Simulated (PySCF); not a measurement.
## Polarisability and C₆ of F⁺ (fluorine, charge +1)

[He] 2s2 2p4, high-spin 3P determinant. Computed with PySCF 2.14 in def2-QZVPPD (8s5p4d2f1g, 66 functions), with the non-relativistic Hamiltonian (point nucleus). Coupled (time-dependent) response in atomic units; α is the mean over directions.

```csv
method,mean α (bohr³),"α xx, yy, zz",C₆ (like pair),S(−4)
UHF,1.709,"1.782, 1.563, 1.782",3.102,1.265
PBE,1.877,"1.921, 1.789, 1.921",3.503,1.567
PBE0,1.815,"1.868, 1.709, 1.868",3.358,1.440
TPSSh,1.822,"1.871, 1.724, 1.871",3.402,1.416
wB97M-V,1.847,"1.897, 1.747, 1.897",3.434,1.492
```

S(−4) is the Cauchy moment in α(ω) = α(0) + S(−4) ω² + …

α(iu) at UHF:

```
u (hartree)  α(iu) (bohr³)
          0          1.709
     0.0500          1.706
      0.100          1.697
      0.200          1.661
      0.300          1.606
      0.500          1.463
      0.750          1.268
       1.00          1.087
       1.50         0.8034
       2.00         0.6067
       3.00         0.3721
       5.00         0.1761
```

A single London oscillator, α(iu) = α/(1 + u²/ω²), gives C₆ = (3/4) ω α². Matching the computed C₆ needs ω = 4 × 3.102 / (3 × 1.709²) = 1.42 hartree.

For an ion, C₆ is the dispersion term alone; charge-induced terms of lower order in 1/R come first.

The components differ because the open shell of this determinant is not spherical; for a pure term their mean is the scalar polarisability.
